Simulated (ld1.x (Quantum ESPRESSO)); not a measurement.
# Which change was made? (Ga, TM)

ld1.x (Quantum ESPRESSO) 7.5 input, shortened:

```
&input
   title='Ga', zed=31., rel=1, dft='PBESOL', iswitch=3,
   config='[Ar] 3d10 4s2 4p1 4d-2'
 /
 &inputp
   pseudotype=2, tm=.true., lloc=0,
   nlcc=.true., new_core_ps=.true., rcore=1.45
 /
3
4P  2  1   1.00   0.00  1.90  1.90  0.0
4D  3  2  -2.00   0.10  1.85  1.85  0.0
4S  1  0   2.00   0.00  2.00  2.00  0.0
 &test
   configts(1)='4s2 4p1'
 /
```

Cutoffs, loose and tight: the cutoffs (Ry, on a coarse ladder) from which the occupation-weighted sum of valence levels, in a spherical-Bessel basis at the reference potential, stays within 10 and 1 mRy of its value at 400 Ry. They do not see the model core or the augmentation charge, which bear on the density cutoff. Test errors are all-electron minus pseudo excitation energies from the reference, over the configurations 4s2 4p0; 4s1 4p0; 4s2 4p0.5; 4s2 4p1.3; 4s1 4p2; 4s0 4p3; 4s1 4p1; variants that change the core or the reference have their own tests.

The base gives: outcome: generated; cutoff, loose: 15 Ry; cutoff, tight: 35 Ry; bound ghosts: d; largest test error (meV): -189.

Problem. After one change the result is: outcome: generated; cutoff, loose: 8 Ry; cutoff, tight: 18 Ry; bound ghosts: none; largest test error (meV): -233. Which change was it?
A. all radii but the core radius scaled by about 1.18 (s 2.34, p 2.24, d 2.18 bohr)
B. all radii but the core radius scaled by about 1.04 (s 2.08, p 1.98, d 1.92 bohr)
C. all radii but the core radius scaled by about 1.39 (s 2.78, p 2.64, d 2.56 bohr)
D. all radii but the core radius scaled by about 0.90 (s 1.80, p 1.72, d 1.66 bohr)

Solution. C. The others give: all radii but the core radius scaled by about 1.04 (s 2.08, p 1.98, d 1.92 bohr) → outcome: generated; cutoff, loose: 12 Ry; cutoff, tight: 30 Ry; bound ghosts: d; largest test error (meV): -189 | all radii but the core radius scaled by about 0.90 (s 1.80, p 1.72, d 1.66 bohr) → outcome: generated; cutoff, loose: 21 Ry; cutoff, tight: 40 Ry; bound ghosts: d; largest test error (meV): -190 | all radii but the core radius scaled by about 1.18 (s 2.34, p 2.24, d 2.18 bohr) → outcome: generated; cutoff, loose: 10 Ry; cutoff, tight: 30 Ry; bound ghosts: d; largest test error (meV): -190.
